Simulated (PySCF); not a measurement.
In(H)(Me)(NH2), SMILES [CH3][InH][NH2] (CH₆InN), PBE0/def2-SVP optimised geometry.

```
9

In     0.34    -0.19     0.00
H      2.07    -0.19     0.00
C     -1.03    -1.85     0.00
H     -0.83    -2.52    -0.86
H     -2.07    -1.50    -0.06
H     -0.91    -2.44     0.92
N     -0.50     1.65     0.00
H     -1.49     1.82     0.00
H      0.02     2.52     0.01
```

Density from PBE0/def2-TZVP, def2 effective core potentials past Kr run with PySCF 2.14.0 at that geometry. The core electrons that the potentials of In replace are not part of the density.

Minimum of the electron density along straight lines between bonded atoms, close to the bond critical point (lines longer than 1.1 times the sum of covalent radii, or with two minima, are not listed):

| bond | length / Å | ρ at the minimum / e bohr⁻³ | ∇²ρ there / e bohr⁻⁵ | position (fraction from the first atom) |
|---|---|---|---|---|
| In1–H2 | 1.727 | 0.104 | 0.11 | 0.64 |
| In1–C3 | 2.158 | 0.099 | … | 0.52 |
| C3–H4 | 1.100 | 0.267 | -0.87 | 0.64 |
| C3–H5 | 1.099 | 0.268 | -0.88 | 0.64 |
| C3–H6 | 1.100 | 0.267 | -0.87 | 0.64 |
| In1–N7 | 2.023 | 0.112 | … | 0.52 |
| N7–H8 | 1.013 | 0.333 | -1.58 | 0.73 |
| N7–H9 | 1.013 | 0.333 | -1.59 | 0.73 |

**Question.** Fill in the missing entries.

**Answer.** 
- In1–C3, ∇²ρ there / e bohr⁻⁵: 0.15
- In1–N7, ∇²ρ there / e bohr⁻⁵: 0.42
